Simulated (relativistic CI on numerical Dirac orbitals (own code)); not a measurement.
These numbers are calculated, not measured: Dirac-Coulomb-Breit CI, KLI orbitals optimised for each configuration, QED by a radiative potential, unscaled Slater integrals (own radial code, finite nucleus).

The strongest absorption lines from the ground level of an ion, among the configurations computed and to levels below about 161 eV (vacuum wavelength in Å, gf): 159.41 (0.096), 163.52 (0.13), 165.24 (0.64), 166.65 (0.29), 166.69 (1.7), 168.39 (2.6), 302.94 (0.12), 316.72 (0.17).

Task: Which ion is it?
A. Fe11+
B. Ni11+
C. Ge17+
D. Ni13+

Result: D. Ni13+ has 15 electrons and the ground level 3s2 3p3 4S°_3/2; the strongest line goes to 3s2 3p2 3d 4P_5/2. The pattern of lines fixes the number of electrons, and along that sequence the line energies rise steadily with the charge (about as its square where n changes within one kind of shell, about linearly where n is kept but much faster in heavy ions where fine structure, which grows about as Z⁴, sets the gap, and irregularly where shells cross), which fixes Z. Configurations outside the model, such as inner-shell arrays, can give stronger lines. At this charge energies of transitions that change n are usually good to better than 1 %, and those within a shell (Δn = 0) to a few per cent.

LS names give the leading component of a level, which can be under half, so a name can repeat, a term be missing and a line seem to break the LS rules.
